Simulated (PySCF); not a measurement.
# Reading the logs of faulty runs: C2H7OSi

Calculated results; nothing here was measured. They come from PySCF 2.14.0, an open-source quantum chemistry program, on an isolated molecule that a program drew, which may never have been made. The molecule is C2H7OSi (charge 0, doublet), drawn as the SMILES string `[CH2]C[SiH2]O`.

Each row is a Hartree-Fock (HF) and frozen-core CCSD(T) single point in the cc-pV(D+d)Z basis, meant for a local HF minimum. Run 1 is clean. Each other run has one planted mistake out of seven kinds, and not every kind appears here: one electron removed, one electron added, multiplicity raised by two, geometry at a saddle point, minimal basis STO-3G, one bond length entered in bohr, all coordinates scaled. The reference is restricted for singlets and unrestricted otherwise, and also for a bond in bohr. Adding or removing an electron swaps singlet and doublet. Electrons count all cores. HOMO and LUMO are orbital energies over both spins, the gradient is its largest component, and the lowest frequency (negative if imaginary) is given only where the gradient is small. Bond lengths are over the 10 bonds as drawn. T1 is the CCSD diagnostic: over 0.02 (restricted) or 0.045 (unrestricted) a single reference is doubtful.

Geometry of the clean run:
```xyz
11
C2H7OSi, angstrom
C     2.4835    2.4597   -0.0977
C     1.6817    1.1951   -0.1636
Si    1.4328    0.3725    1.5086
O     0.5789    1.4303    2.4500
H     3.5663    2.4168   -0.1010
H     2.0209    3.3728    0.2561
H     0.6869    1.3886   -0.5797
H     2.1625    0.4633   -0.8226
H     0.6852   -0.8999    1.3489
H     2.7367    0.0540    2.1410
H     0.4057    1.2089    3.3521
```

| run | electrons | basis functions | <S^2> | HOMO (eV) | LUMO (eV) | gradient (hartree/bohr) | lowest frequency (cm^-1) | mean bond (Å) | longest bond (Å) | T1 | HF (hartree) | CCSD(T) (hartree) | mistake |
|---|---|---|---|---|---|---|---|---|---|---|---|---|---|
| 1 | 41 | 100 | 0.763 | -9.00 | 3.73 | 4.7e-05 | 96 | 1.3304 | 1.880 | 0.0117 | -443.62111 | -444.23689 | no fault |
| 2 | 41 | 100 | 0.761 | -8.68 | 3.92 | 7.0e-02 | - | 1.2572 | 1.777 | 0.0111 | -443.58538 | -444.19201 | all coordinates scaled |
| 3 | 41 | 100 | 3.772 | -3.53 | -0.73 | 1.2e-01 | - | 1.3304 | 1.880 | 0.0456 | -443.35079 | -443.95164 | multiplicity raised by two |
| 4 | 41 | 100 | 1.403 | -9.45 | 2.79 | 2.9e-02 | - | 1.4279 | 2.071 | 0.0414 | -443.50661 | -444.11658 | one bond length entered in bohr |
| 5 | 40 | 100 | 0.000 | -16.76 | -5.77 | 6.0e-02 | - | 1.3304 | 1.880 | 0.0218 | -443.34789 | -443.95554 | one electron removed |
| 6 | 42 | 100 | 0.000 | 0.74 | 8.50 | 2.9e-02 | - | 1.3304 | 1.880 | 0.0156 | -443.52948 | -444.18699 | ? |

**Which mistake was planted in run 6, and what did it cost?**

It counts 42 electrons, one more than the clean run, at the same geometry and basis. So the mistake is: one electron added. Subtracting run 1 and multiplying by 627.51 kcal/mol a hartree, the energy moved by 57.5 kcal/mol in HF and 31.3 kcal/mol in CCSD(T).

Cautions from the logs. Run 3: T1 is over the limit, so its CCSD(T) energy is less reliable; run 5: T1 is over the limit, so its CCSD(T) energy is less reliable; run 6: the HOMO is above zero, so the electron isn't bound and the energy depends on the basis.
